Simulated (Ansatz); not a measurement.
`O[SiH2][SnH2][Cl]` + NH₃ → `[NH2][SnH2][SiH2]O` + HCl  (ligand exchange at the Sn–Cl bond)

Computed with Ansatz on PBE0-D4/def2-TZVP structures; ΔE is electronic, products minus reactants. CCSD(T)/CBS adds triple-zeta CCSD(T) − MP2 to the extrapolated MP2 energy (def2 sets, frozen cores). This one scheme is used for every species. Functionals use def2-TZVPP. B3LYP here is the variant with VWN-RPA as its local correlation; programs differ in this. def2 core potentials past Kr. For Sn outer-core shells are correlated without core-valence functions, which leaves a few kJ/mol of doubt a bond. One conformer a species, not always the lowest.

`O[SiH2][SnH2][Cl]`:

Cartesian coordinates in Å:
```
O -0.632 -0.349 -1.889
Si 0.277 -1.045 -0.714
Sn 0.090 0.557 1.297
Cl -0.771 2.395 0.064
H -0.820 0.590 -1.777
H -0.267 -2.390 -0.403
H 1.706 -1.179 -1.102
H -1.089 0.263 2.494
H 1.507 1.160 2.030
```

NH₃:

Z-matrix (Å, degrees):
```
N
H 1 1.013
H 1 1.013 2 107.1
H 1 1.013 2 107.1 3 -114.5
```

`[NH2][SnH2][SiH2]O`:

```xyz
11

N     0.039   -0.463    1.584
Sn   -1.026   -0.705   -0.188
Si    0.605    0.883   -1.389
O     1.578    1.199   -0.108
H     0.418   -1.332    1.940
H    -0.518   -0.059    2.327
H    -1.020   -2.376   -0.555
H    -2.635   -0.213    0.117
H    -0.050    2.110   -1.915
H     1.340    0.237   -2.509
H     1.269    0.720    0.696
```

HCl:

Z-matrix (Å, degrees):
```
Cl
H 1 1.279
```

```
             level  ΔE (kcal/mol)  difference from CCSD(T)/CBS
            PBE-D4           23.0                         -1.0
         r2SCAN-D4           24.6                          0.6
           PBE0-D4           24.5                          0.5
          B3LYP-D4           24.8                          0.8
           ωB97X-V           24.5                          0.5
               PBE           23.2                         -0.8
              PBE0           24.6                          0.6
             B3LYP           25.1                          1.1
     HF/def2-TZVPP           30.3                          6.3
SCS-MP2/def2-TZVPP           23.3                         -0.7
   CCSD/def2-TZVPP           23.3                         -0.7
CCSD(T)/def2-TZVPP           22.3                         -1.7
     HF/def2-QZVPP           30.6                          6.6
    MP2/def2-QZVPP           23.8                         -0.2
SCS-MP2/def2-QZVPP           24.4                          0.4
     MP2/CBS(def2)           24.4                          0.4
       CCSD(T)/CBS           24.0                            0
```

Largest T1 diagnostic among the species: 0.013.

From PBE to PBE0 (25 % exact exchange), in def2-TZVPP and without D4, ΔE moves by +1.5 kcal/mol. In def2-TZVPP, CCSD(T) changes the Hartree–Fock value by −8.0 kcal/mol (the triples alone add −1.0 kcal/mol) and MP2 by −7.6 kcal/mol.
